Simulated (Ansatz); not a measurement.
A nudged elastic band was laid between two geometries of C₂H₆BNa (10 atoms, charge 0, multiplicity 1).

Method: RKS r2SCAN-D4/def2-SVP in Ansatz 0.2.0.

```json
{
  "movable images": "5",
  "climbing image": "yes",
  "spring": "5.0 eV/Å²",
  "optimiser": "quadratic models (default)",
  "start path": "through a guess of the saddle point",
  "force threshold": "0.05 eV/Å",
  "iteration limit": "60",
  "end points": "relaxed"
}
```

Initial state:

```xyz
10
Properties=species:S:1:pos:R:3
C -0.367 1.207 -0.545
B -0.326 -0.345 -0.267
C 0.846 -0.871 0.646
Na -2.229 -1.891 -1.031
H 0.620 1.713 -0.509
H -0.955 1.607 0.311
H -0.910 1.535 -1.445
H 1.106 -1.937 0.557
H 0.442 -0.755 1.676
H 1.774 -0.264 0.606
```

Final state:

```xyz
10
Properties=species:S:1:pos:R:3
C -0.319 1.357 -0.278
B -0.230 -0.101 0.353
C 0.915 -1.029 0.263
Na -0.922 -2.262 -0.688
H 0.588 1.636 -0.841
H -0.448 2.107 0.525
H -1.189 1.500 -0.946
H 0.998 -1.941 0.885
H -1.269 -0.516 0.922
H 1.875 -0.751 -0.195
```

Q: Which bonds break or form, and what moves?

A: Bonds broken: C3–H9. Bonds formed: B2–H9, C3–Na4.

Q: What energy profile does the band end with?

A: It converged. The highest image is number 3 of 0 to 6, 0.87 eV above the first end and 2.22 eV above the last; the last end lies 1.36 eV below the first. Neighbouring images differ by up to 1.5 eV, so the band resolves the path poorly. A vibrational analysis at the climbing image gives one clearly imaginary mode, 1199i cm⁻¹: a first-order saddle point. The orbitals stay closed-shell, which can raise the energy where a bond breaks towards radicals; this wasn't checked here.

```csv
image,path coordinate (Å),energy (eV),C3–H9 (Å),B2–H9 (Å),C3–Na4 (Å)
0,0.00,0.00,1.11,2.13,3.65
1,0.45,0.05,1.12,1.97,3.53
2,0.90,0.36,1.17,1.60,3.47
3,1.34,0.87,1.48,1.33,3.48
4,2.31,-0.60,2.16,1.25,3.29
5,3.28,-1.24,2.32,1.26,2.61
6,4.25,-1.36,2.34,1.25,2.41
```

Q: What is the geometry of the highest image?

A: 
```xyz
10
Properties=species:S:1:pos:R:3
C -0.370 1.243 -0.433
B -0.213 -0.315 -0.136
C 1.058 -0.893 0.369
Na -2.145 -1.895 -0.542
H 0.597 1.782 -0.386
H -1.060 1.726 0.281
H -0.796 1.438 -1.432
H 1.200 -1.945 0.649
H -0.239 -0.860 1.080
H 1.968 -0.280 0.549
```

The run took 4.3 min on 2 threads of Arm Neoverse V2, on a shared host, peak memory 0.15 GiB.
